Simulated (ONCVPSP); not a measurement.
## Ne (Z = 10): ONCV pseudisation with PW91, scalar-relativistic reference atom.

```json
{"Element": "Ne (Z = 10)", "Generator": "ONCVPSP 4.0.1", "Type": "optimised norm-conserving Vanderbilt (ONCV)", "Functional": "PW91", "Relativity": "scalar-relativistic", "Frozen core": "[He]", "Valence charge": "8", "Reference configuration": "2s2 2p6", "Partial waves": "2s: rc 0.65 bohr, ncon 5, nbas 10, qcut 8.8 1/bohr, 2 projectors, debl 3.6 Ha; 2p: rc 0.85 bohr, ncon 5, nbas 9, qcut 15.3 1/bohr, 1 projector; d scattering state at 0.13 Ha: rc 0.95 bohr, ncon 3, nbas 6, qcut 9.4 1/bohr, 2 projectors, debl 2.6 Ha", "Local potential": "polynomial inside 0.65 bohr (lpopt 5, dvloc0 -1 Ha)", "Core correction": "Teter function, fcfact 1.75, rcfact 1.15"}
```

* Cutoffs needed: 496 Ha and 680 Ha (the cutoffs (Ha) at which the residual kinetic energy of the hardest occupied pseudo-wave falls to 1 and 0.1 mHa per electron)
* Ghost test: no bound ghost flagged; no localised positive-energy state flagged
* Largest excitation error: +302 meV (all-electron minus pseudo) for 2s2 2p2, out of 4 test configurations
* rms error of d²Exc/dni dnj: 1.81 mHa without and 1.80 mHa with the model core
